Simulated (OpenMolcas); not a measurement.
# F³⁺: effect of the IPEA shift

- Program: OpenMolcas
- Basis: ANO-R1 [3s2p1d]
- Scalar Hamiltonian: X2C, finite nucleus
- Active space: 4 electrons in 4 orbitals (2s 2p)
- State averaging: 2S+1 = 3 even, 3 roots; 2S+1 = 1 even, 6 roots; 2S+1 = 5 odd, 1 root; 2S+1 = 3 odd, 9 roots; 2S+1 = 1 odd, 8 roots
- Spin-orbit coupling: RASSI with atomic mean-field integrals over the reference wave functions, term energies averaged over their components

Methods on the same reference wave functions:
A. CASSCF
B. SS-CASPT2, IPEA 0 Eh, imaginary shift 0.1 Eh (closed shells correlated: 1s)
C. SS-CASPT2, IPEA 0.25 Eh, imaginary shift 0.1 Eh (closed shells correlated: 1s)

Energies in cm-1 above 2s2 2p2 3P0, the measured ground level; measured values from Moore, Atomic Energy Levels, vol. I, NSRDS-NBS 35 (1971 reprint of NBS Circular 467, 1949).

```
       Level       A       B       C  Measured
 2s2 2p2 3P0     0.0     0.0     0.0       0.0
 2s2 2p2 3P1     219     218     218       225
 2s2 2p2 3P2     638     638     638       613
 2s2 2p2 1D2   27938   27040   26750     25241
 2s2 2p2 1S0   52336   56510   56090     53544
2s 2p3 5S* 2   59756   66190   65770          
2s 2p3 3D* 2  145351  141900  141850    147889
2s 2p3 3D* 1  145352  141900  141850    147902
2s 2p3 3D* 3  145356  141900  141850    147842
2s 2p3 3P* 0  172388  171500  171280          
2s 2p3 3P* 1  172389  171500  171280    175242
2s 2p3 3P* 2  172393  171500  171290    175237
2s 2p3 1D* 2  234269  223620  223930          
2s 2p3 3S* 1  238426  229470  230650          
2s 2p3 1P* 1  261173  253170  253210    257390
```

Deviations, from unrounded energies. A percentage is the sum of absolute deviations over the sum of measured energies, with the sign that they share, or ± where signs differ.

| Against measurement | Levels | A | B | C |
| --- | --- | --- | --- | --- |
| mean absolute deviation (cm-1) | 10 | 2100 | 3400 | 3400 |
| fine structure of the ground term (%) | 2 | ±3.8 | ±3.7 | ±3.7 |
| other terms of the ground configuration (%) | 2 | ±5.0 | +6.0 | +5.2 |
| other configurations (%) | 6 | ±1.6 | -2.8 | -2.9 |

A lies closest to measurement on these levels and B furthest from it. The largest miss of A in the table is 2s 2p3 1P* 1, by +3800 cm-1. The ranking rests on the paired levels alone, and a cruder setting can come out closer through cancelling errors.

Between B and C the level of the table that moves most is 2s 2p3 3S* 1, by 1200 cm-1 (lowest in B, highest in C). Moves below CASPT2's spread within the term are not significant.

The mean deviations of B to C differ by less than CASPT2's widest spread within a term (110 cm-1), so their order carries little weight.

From A to B the spin-free energies of the other terms of 2s2 2p2 shown, above 3P, scale by factors of 0.97 to 1.08.

The lowest spin-free term lies below A's lowest term by 0.047 hartree in B, 0.045 hartree in C.

CASPT2 breaks the degeneracy within a term, and the mean is taken; among the terms shown or strongly mixed into the levels shown the widest spread is 110 cm-1 (2s 2p3 1D*, C). The basis is small and was not contracted for so high a charge. Measured partners are found by configuration, term and J. A level has none where our copy of the source lacks it or the pairing is in doubt (some pairs that miss far off the trend of their configuration count as doubtful), and it then counts in no deviation. Levels of configurations outside the active space are missing.

* marks odd parity.
